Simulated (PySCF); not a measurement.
Method: PySCF with PBE-D3(BJ)/def2-TZVP // r2SCAN-D4/def2-SVP. Gas-phase values, no solvent. One relaxed conformer stands for a flexible species; it need not be the lowest. 

Reference species: [Y(Cl)3] (neutral, multiplicity 1).

```json
{
 "coordination_number": "3",
 "charge on the central atom (Mulliken)": "1.16 e",
 "HOMO": "-7.74 eV"
}
```

Changed species: [Y(Cl)2(OH)] (1 of 3 Cl replaced by OH; the reference has 0 of 3 Cl replaced by OH).

Q: Give the shifts of the coordination number, charge on the central atom (Mulliken) and HOMO.

A: the coordination number stays essentially unchanged; the charge on the central atom (Mulliken) rises by 0.08 e, to 1.24 e; the HOMO rises by 0.45 eV, to -7.29 eV.
